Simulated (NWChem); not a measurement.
Molecule: GeSiH₄O, singlet; SMILES [OH][Ge][SiH3]

```xyz
7

Ge     0.4338     0.6752     0.0010
O     -1.2683     1.2265    -0.0017
H     -1.9429     0.5370     0.0294
Si    -0.0843    -1.7846     0.0018
H      0.7463    -2.5703     0.9721
H      0.1755    -2.3548    -1.3636
H     -1.5324    -2.0452     0.3187
```
Atoms are numbered in this order, from 1.

Program: NWChem. Low-valent species are run as closed-shell singlets; no triplet was tried in these runs. Structure relaxed at the PBE0/def2-SVP level. Ions are spin-unrestricted doublets at the neutral geometry; other ion states weren't tried.

For level PBE0/def2-SVP:

| Quantity | Result |
|---|---|
| −ε(HOMO) (eV) | 6.40 |

Question: How do the values read with level PBE/def2-SVP instead?

Answer: 
* **−ε(HOMO) (eV)**: 5.39
